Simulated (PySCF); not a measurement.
Worked example: entropy of an ideal gas

Mg(OH)(NH2) (H₃MgNO), SMILES [OH][Mg][NH2].

The structure is a stationary point at TPSSh-D3(BJ)/def2-TZVP. One conformer was computed; it need not be the lowest.

TPSSh-D3(BJ)/def2-TZVP (PySCF) gives the harmonic wavenumbers 114, 155, 157, 215, 274, 536, 573, 854, 1571, 3531, 3607, 3982 cm⁻¹ and the rotational temperatures 15.8081, 0.2015, 0.1997 K. The molar mass is 57.34 g/mol, the symmetry number 1, the spin multiplicity 1.

**Question.** Work out the entropy at 298.15 K and 1 atm in the rigid-rotor, harmonic-oscillator model.

**Answer.** 
Translation (Sackur–Tetrode at 1 atm): S = R[1.5 ln M + 2.5 ln T − 1.16487] = 159.2 J/(mol K).
Rotation: q = (√π/σ) T^1.5/√(θA θB θC) = 11400, S = R[ln q + 3/2] = 90.2 J/(mol K).
Vibration: with u = 1.4388 ν/T, each mode gives R[u/(e^u − 1) − ln(1 − e^−u)]:
| ν (cm⁻¹) | modes | u | S (J/(mol K)) |
|---|---|---|---|
| 114 | 1 | 0.55 | 13.39 |
| 155 | 1 | 0.75 | 10.92 |
| 157 | 1 | 0.76 | 10.82 |
| 215 | 1 | 1.04 | 8.37 |
| 274 | 1 | 1.32 | 6.57 |
| 536 | 1 | 2.59 | 2.40 |
| 573 | 1 | 2.77 | 2.09 |
| 854 | 1 | 4.12 | 0.70 |
| 1571 | 1 | 7.58 | 0.04 |
The stiffer modes add less than 0.005 each. Sum 55.3 J/(mol K).
Spin: R ln 1 = 0.0 J/(mol K).
Total 304.7 J/(mol K); the program's own thermochemistry gives 304.8. Translation makes up 52 % and vibration 18 %. Anharmonicity, hindered rotation and orbital degeneracy are left out.
